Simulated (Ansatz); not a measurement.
Basis-set extrapolation for C$_{2}$H$_{5}$ClSi, SMILES `ClC1C[SiH2]1` (PBE0-D4/def2-TZVP geometry, frozen core, the Gaussian-basis code of Ansatz). Multiplicity 1, RHF reference.

```tsv
	def2-TZVPP	def2-QZVPP
HF	-827.075749	-827.101216
MP2 correlation	-0.650950	-0.700817
CCSD(T) correlation	-0.728642	not run
```

Energies in hartree. Use E(X) = E(∞) + A·exp(−7.88·√X) for Hartree–Fock and E(X) = E(∞) + B·X^(−2.97) for correlation, with X = 3 and 4, and add CCSD(T) minus MP2 of the smaller set to the MP2 limit.

Q: What is the CCSD(T) energy at the basis-set limit?

A: HF limit: -827.101216 + (-0.025467) × 0.13774 = -827.10472. MP2 limit: -0.700817 + (-0.049867) × 0.74074 = -0.73776. Higher-order term: -0.728642 − (-0.650950) = -0.07769. Total: -827.92017 hartree, 72.7 kcal/mol below CCSD(T)/def2-TZVPP.
